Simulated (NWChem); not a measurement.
System: BHF, doublet; SMILES F[BH]

Results from NWChem. Spin-unrestricted. In the optimisation the excess spin sits in a' (Cs, its own frame). Coordinates come from a PBE0/def2-SVP, spin-unrestricted optimisation. No stability test was run on the SCF state.

Problem. What does the run give for PBE/def2-SVP? Quantities: highest occupied level (eV); lowest empty minus highest occupied level, either spin (eV); dipole (D).

Solution. 
```
Property                                                     Result
-----------------------------------------------------------  ------
highest occupied level (eV)                                   -4.70
lowest empty minus highest occupied level, either spin (eV)    2.30
dipole (D)                                                     0.48
```
